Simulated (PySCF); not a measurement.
From one molecule to another.

First species: C₂H₆O₂Si.
Atom-mapped SMILES: `[CH3:1][C:2](=[O:3])[O:4][SiH3:5]` (hydrogens: H6, H7, H8 on C1; H9, H10, H11 on Si5)

Second species: C2H6O2Si.
Atom-mapped SMILES: `[CH3:1][O:2][C:3](=[O:4])[SiH3:5]` (hydrogens: H6, H7, H8 on C1; H9, H10, H11 on Si5)

Structure used (GFN2-xTB), in Å, numbered top down from 1:
```
atom  x, y, z in Å
C1    -1.997   -0.126    0.327
O2    -0.663   -0.393   -0.092
C3     0.307    0.348    0.457
O4     0.096    1.208    1.276
Si5    2.019   -0.137   -0.251
H6    -2.637   -0.808   -0.227
H7    -2.258    0.912    0.110
H8    -2.093   -0.295    1.402
H9     2.941   -0.276    0.873
H10    2.451    0.952   -1.127
H11    1.839   -1.384   -0.987
```

Levels: PBE0/def2-SVPD for dipole moment, HOMO energy, LUMO energy, HOMO–LUMO gap, static isotropic polarisability and electronic spatial extent ⟨r²⟩ about the centre of nuclear charge; TDDFT PBE0/def2-SVPD for lowest singlet excitation; TDA PBE0/def2-SVPD for lowest triplet excitation (Tamm–Dancoff); GFN2-xTB for rotational constant A and rotational constant C. Geometries: GFN2-xTB. Each species is one conformer at its optimised geometry, gas phase, non-relativistic unless stated. Electronic properties by PySCF.

Dipoles, sizes and rotational constants follow the conformer. The torsions of the flexible species, by atom-mapped SMILES:
- `[CH3:1][C:2](=[O:3])[O:4][SiH3:5]`: C1–C2–O4–Si5 180°
- `[CH3:1][O:2][C:3](=[O:4])[SiH3:5]`: C1–O2–C3–O4 0°

Values for the first species:

| Property | Result |
| --- | --- |
| Dipole moment | 1.94 D |
| HOMO energy | -8.23 eV |
| LUMO energy | -0.03 eV |
| HOMO–LUMO gap | 8.20 eV |
| Lowest singlet excitation | 5.86 eV |
| Lowest triplet excitation (Tamm–Dancoff) | 5.30 eV |
| Static isotropic polarisability | 56.7 au |
| Electronic spatial extent ⟨r²⟩ about the centre of nuclear charge | 598 bohr² |
| Rotational constant A | 9.889 GHz |
| Rotational constant C | 2.099 GHz |

(1) Estimate the same properties for the second species, and the change in each.

## Answers

(1) 
| property | first | second | second less first |
| --- | --- | --- | --- |
| dipole moment | 1.94 D | 1.87 D | -0.07 D |
| HOMO energy | -8.23 eV | -7.84 eV | +0.39 eV |
| LUMO energy | -0.03 eV | -0.69 eV | -0.66 eV |
| HOMO–LUMO gap | 8.20 eV | 7.15 eV | -1.05 eV |
| lowest singlet excitation | 5.86 eV | 5.08 eV | -0.78 eV |
| lowest triplet excitation (Tamm–Dancoff) | 5.30 eV | 4.39 eV | -0.91 eV |
| static isotropic polarisability | 56.7 au | 60.4 au | +3.7 au |
| electronic spatial extent ⟨r²⟩ about the centre of nuclear charge | 598 bohr² | 627 bohr² | +29 bohr² |
| rotational constant A | 9.889 GHz | 8.722 GHz | -1.167 GHz |
| rotational constant C | 2.099 GHz | 1.981 GHz | -0.118 GHz |

On the first: The polarisability is 8.40 Å³ as a volume (1 au = 0.148185 Å³), or 1.18 au for each of the 48 electrons.

On the second: The polarisability is 8.95 Å³ as a volume (1 au = 0.148185 Å³), or 1.26 au for each of the 48 electrons. In atomic units the dipole is 0.74 e·bohr (1 au = 2.5417 D).
